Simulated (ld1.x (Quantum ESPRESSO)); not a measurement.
**Logarithmic derivatives: rubidium, TM**

Rb, norm-conserving Troullier–Martins (Kleinman–Bylander form), made with ld1.x (Quantum ESPRESSO) 7.5 (PBE, non-relativistic). Core [Ar] 3d10 4s2, reference 4p6 5s1 5p0. Waves: 5s (bound): rc 3.90 bohr; 4d channel at 0.05 Ry: rc 3.60 bohr; 4p (bound): rc 2.40 bohr. Local part: the p channel. Core correction: none.

The phase is arctan(r·u′/u) with u = r·R(r), unwrapped; energies in Ry, scanned from -3 to 5 Ry. A pole is an energy at which the radial function vanishes at the test radius. The pseudo phase is shifted by a multiple of π to meet the all-electron one at the reference energy, and phase errors are pseudo minus all-electron; the curves can meet again beyond the range given. Levels narrower than the energy grid can be missing from the lists of poles. n/a: not evaluated, since a narrow level or a reset projector energy made the automatic matching unsafe.

| channel | radius (bohr) | reference energy (Ry) | poles, all-electron | poles, pseudo | unbroken range about the reference energy with phases within 0.05 rad | phase error 1 Ry above the reference energy (rad) |
| --- | --- | --- | --- | --- | --- | --- |
| s | 4.24 | -0.16 | 0.72, 4.05 | 0.69, 2.90 | n/a | n/a |
| p | 4.24 | -1.18 | -1.16, 1.28, 4.72 | -1.16, 1.22, 4.37 | below 0.2 | -0.005 |
| d | 4.24 | 0.05 | 0.38, 2.48 | 0.38, 2.60, 3.82 | below 3.1 | -0.020 |

Note: ghost state, extra bound levels that the all-electron valence spectrum of the same l lacks: s at -18.4 eV. A true bound ghost makes a file unfit for plane-wave use.

Phases in the p channel:

```
E (Ry)  all-electron  pseudo
 -3.00         1.429   1.429
 -2.76         1.422   1.422
 -2.52         1.414   1.414
 -2.28         1.405   1.405
 -2.04         1.394   1.393
 -1.80         1.379   1.379
 -1.56         1.356   1.356
 -1.32         1.297   1.296
 -1.08        -1.736  -1.737
 -0.84        -1.815  -1.815
 -0.60        -1.873  -1.874
 -0.36        -1.961  -1.963
 -0.12        -2.139  -2.146
  0.12        -2.673  -2.712
  0.36        -3.878  -3.931
  0.60        -4.395  -4.418
  0.84        -4.572  -4.587
  1.08        -4.662  -4.675
  1.32        -4.722  -4.736
  1.56        -4.771  -4.788
  1.80        -4.821  -4.845
  2.04        -4.881  -4.923
  2.28        -4.975  -5.070
  2.52        -5.178  -5.525
  2.76        -5.911  -6.941
  3.00        -7.183  -7.497
  3.24        -7.543  -7.657
  3.48        -7.670  -7.733
  3.72        -7.735  -7.779
  3.96        -7.776  -7.811
  4.20        -7.806  -7.837
  4.44        -7.830  -7.860
  4.68        -7.851  -7.881
  4.92        -7.870  -7.904
```
